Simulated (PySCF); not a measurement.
Worked example: chemical shift, span and skew from a shielding tensor

C5H7FO, SMILES [C@]1(C=C)(CCO1)F. Atoms are numbered in the order given.

```xyz
14

C      2.4749    -0.2909     0.1414
C      1.2664    -0.6306    -0.3003
C      0.0074     0.0862     0.0646
F      0.3081     1.2010     0.8017
C     -1.1588    -0.6942     0.6909
C     -1.9504    -0.1546    -0.5013
O     -0.7676     0.4352    -1.0524
H      2.6046     0.5645     0.8088
H      3.3654    -0.8506    -0.1544
H      1.1226    -1.4810    -0.9747
H     -1.4382    -0.3271     1.6863
H     -1.0222    -1.7830     0.7120
H     -2.7196     0.5999    -0.2664
H     -2.3816    -0.9090    -1.1787
```
Charge 0, spin multiplicity 1.

Geometry: PBE0-D3(BJ)/def2-SVP. The structure was generated by enumeration; whether it is a known compound was not checked. The values are those of a single conformer.

GIAO shieldings from PBE/pcSseg-1 (PySCF), non-relativistic, no solvent. The symmetric part of the tensor of F4 has the principal values 200.3, 317.8, 332.4 ppm. The same nucleus in CFCl3 has σ = 133.6 ppm at this level (PySCF, at its B3LYP-D3(BJ)/def2-TZVP geometry).

Task: Work out the isotropic shielding, the ¹⁹F shift against CFCl3, the span and the skew.

Result: 
σ(iso) = (σ11 + σ22 + σ33)/3 = 283.5 ppm. δ = σ(ref) − σ(iso) = 133.6 − (283.5) = -149.9 ppm.
Span Ω = σ33 − σ11 = 132.1 ppm. Skew κ = 3(σ(iso) − σ22)/Ω = -0.78. Tumbling in solution averages the tensor to δ; in a static solid the shielding alone would spread this spin-1/2 line over Ω.
